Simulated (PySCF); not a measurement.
Shifts of the heteroatoms

Molfile (atoms numbered from 1):
```
CH15NSi5
     RDKit          3D

 22 21  0  0  0  0  0  0  0  0999 V2000
    2.1448    1.1495    0.9274 Si  0  0  0  0  0  4  0  0  0  0  0  0
    0.9790    0.1394    0.0796 N   0  0  0  0  0  0  0  0  0  0  0  0
    1.5231   -1.2256   -0.8886 Si  0  0  0  0  0  4  0  0  0  0  0  0
   -0.4849    0.4007    0.2414 C   0  0  0  0  0  0  0  0  0  0  0  0
   -0.9385    2.2432    0.4992 Si  0  0  0  0  0  4  0  0  0  0  0  0
   -1.5541   -0.0997   -1.2667 Si  0  0  0  0  0  4  0  0  0  0  0  0
   -1.0936   -0.5923    1.7579 Si  0  0  0  0  0  4  0  0  0  0  0  0
    2.0829    2.5621    0.4388 H   0  0  0  0  0  0  0  0  0  0  0  0
    3.4992    0.5954    0.6539 H   0  0  0  0  0  0  0  0  0  0  0  0
    1.8997    1.1702    2.4015 H   0  0  0  0  0  0  0  0  0  0  0  0
    3.0093   -1.2646   -0.8103 H   0  0  0  0  0  0  0  0  0  0  0  0
    0.9621   -2.5219   -0.3993 H   0  0  0  0  0  0  0  0  0  0  0  0
    1.1096   -1.0646   -2.3170 H   0  0  0  0  0  0  0  0  0  0  0  0
   -0.5370    3.0665   -0.6812 H   0  0  0  0  0  0  0  0  0  0  0  0
   -2.4180    2.3215    0.6829 H   0  0  0  0  0  0  0  0  0  0  0  0
   -0.2830    2.7918    1.7251 H   0  0  0  0  0  0  0  0  0  0  0  0
   -1.4314   -1.5622   -1.5493 H   0  0  0  0  0  0  0  0  0  0  0  0
   -2.9770    0.1945   -0.9232 H   0  0  0  0  0  0  0  0  0  0  0  0
   -1.1657    0.6714   -2.4860 H   0  0  0  0  0  0  0  0  0  0  0  0
   -0.8566   -2.0483    1.5243 H   0  0  0  0  0  0  0  0  0  0  0  0
   -2.5538   -0.3701    1.9961 H   0  0  0  0  0  0  0  0  0  0  0  0
   -0.3323   -0.1656    2.9697 H   0  0  0  0  0  0  0  0  0  0  0  0
  1  2  1  0
  2  3  1  0
  2  4  1  0
  4  5  1  0
  4  6  1  0
  4  7  1  0
  1  8  1  0
  1  9  1  0
  1 10  1  0
  3 11  1  0
  3 12  1  0
  3 13  1  0
  5 14  1  0
  5 15  1  0
  5 16  1  0
  6 17  1  0
  6 18  1  0
  6 19  1  0
  7 20  1  0
  7 21  1  0
  7 22  1  0
M  END
```

Relativity neglected, averaged over atoms made equivalent by symmetry, fast rotation or ring inversion, one conformer, no solvent model. PBE0/pcSseg-1 with gauge-including orbitals; geometry from PBE0-D3(BJ)/def2-SVP; PySCF 2.14.0 with density-fitted response routines.

Problem. Predict the 29Si NMR data.

Solution. 
```csv
atoms,environment,σ (ppm),δ (ppm)
Si1/Si3,"silicon bonded to N, 3 H",395.8,-50.1
Si5/Si6/Si7,"silicon bonded to C, 3 H",416.6,-67.4
```

Shieldings were converted by a linear fit to measured shifts: 29Si: δ = 279.39 − 0.832σ (rms 9.7 ppm, 87 shifts, 23.4 ppm with the 5 outliers that the fit left out vs TMS, solution or neat liquid). A few per cent of atoms miss by over 2 rms, more outside the fitted compound classes.

On a 500 MHz spectrometer 29Si resonates near 99.3 MHz, so 1 ppm is 99.3 Hz.

Problem. Where does 15N resonate?

Solution. 
| atoms | environment | σ (ppm) | δ (ppm) |
| --- | --- | --- | --- |
| N2 | nitrogen bonded to C, 2 Si | 268.1 | -395.9 |

Shieldings were converted by a linear fit to measured shifts: 15N (scatter 7.2 ppm rms vs CH3NO2, solution or neat liquid). Occasional misses reach two or three times the rms, and more in compound classes unlike the fitted ones.

On a 400 MHz spectrometer 15N resonates near 40.5 MHz, so 1 ppm is 40.5 Hz.
